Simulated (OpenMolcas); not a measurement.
A run on Mo3+ among 6 point charges of -1.1 e arranged as a trigonal prism (D3h), 2.09 Å from the ion, with a polar angle of 58.4° against the regular 49.1°.
```
   1.7807    0.0000    1.0942  -1.10
  -0.8903    1.5421    1.0942  -1.10
  -0.8903   -1.5421    1.0942  -1.10
   1.7807    0.0000   -1.0942  -1.10
  -0.8903    1.5421   -1.0942  -1.10
  -0.8903   -1.5421   -1.0942  -1.10
```

```json
{
 "Program": "OpenMolcas",
 "Method": "CASSCF",
 "Basis": "ANO-RCC-VDZP [6s5p3d1f]",
 "Scalar Hamiltonian": "DKH2, point nucleus",
 "Active space": "3 electrons in 5 orbitals (4d)",
 "State averaging": "2S+1 = 4 even, 10 roots; 2S+1 = 2 even, 40 roots",
 "Spin-orbit coupling": "RASSI with atomic mean-field integrals over the reference wave functions"
}
```

43 basis functions. Blocks (2S+1, parity, CSFs, roots kept): 4, even, 10, 10; 2, even, 40, 40.

**Question.** How long do the RASSCF and RASSI steps take on 1 thread of Arm Neoverse V1, with other jobs on the host?

**Answer.** About 11 s of wall time, without the integral step.
